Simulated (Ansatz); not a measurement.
PBE exchange is replaced step by step with exact exchange (0 % is PBE, 25 % PBE0; no dispersion term), basis def2-SVP, Ansatz. System: SbH2(SiMe3) (C3H11SbSi). The state is a singlet with charge 0. Geometry: B3LYP-D4/def2-SVP.

Geometry of the singlet:

```tsv
atom	x (Å)	y (Å)	z (Å)
Sb1	-2.650	-0.165	0.176
H2	-2.542	0.261	1.844
H3	-2.762	1.495	-0.281
Si4	-0.046	-0.109	-0.059
C5	0.653	-1.595	0.878
C6	0.368	-0.259	-1.898
C7	0.682	1.490	0.635
H8	1.750	-1.642	0.763
H9	0.233	-2.542	0.501
H10	0.429	-1.530	1.955
H11	-0.052	-1.183	-2.329
H12	-0.032	0.594	-2.470
H13	1.461	-0.283	-2.048
H14	0.285	2.370	0.103
H15	0.442	1.605	1.704
H16	1.781	1.493	0.528
```

In the def2 sets Sb takes a core potential; there is no spin–orbit coupling.

```json
{"exact exchange (%)": "0", "HOMO (eV)": "-5.59", "LUMO (eV)": "-0.62", "gap (eV)": "4.97"}
{"exact exchange (%)": "10", "HOMO (eV)": "-5.99", "LUMO (eV)": "-0.32", "gap (eV)": "5.67"}
{"exact exchange (%)": "15", "HOMO (eV)": "-6.19", "LUMO (eV)": "-0.17", "gap (eV)": "6.02"}
{"exact exchange (%)": "25", "HOMO (eV)": "-6.59", "LUMO (eV)": "0.13", "gap (eV)": "6.72"}
```

(1) Fit a straight line to the column «gap (eV)» against the share of exact exchange and predict its value at 40 %.

Answers

(1) With x = exact exchange (%) and y = gap (eV): mean x = 12.5, mean y = 5.845; Σ(x − x̄)(y − ȳ) = 22.75, Σ(x − x̄)² = 325; slope b = 0.07, intercept a = ȳ − b·x̄ = 4.97. The residuals of the fitted rows reach 0.00. At x = 40 the line gives 4.97 + (0.07 × 40) = 7.77; the run gave 7.77, the same within rounding.
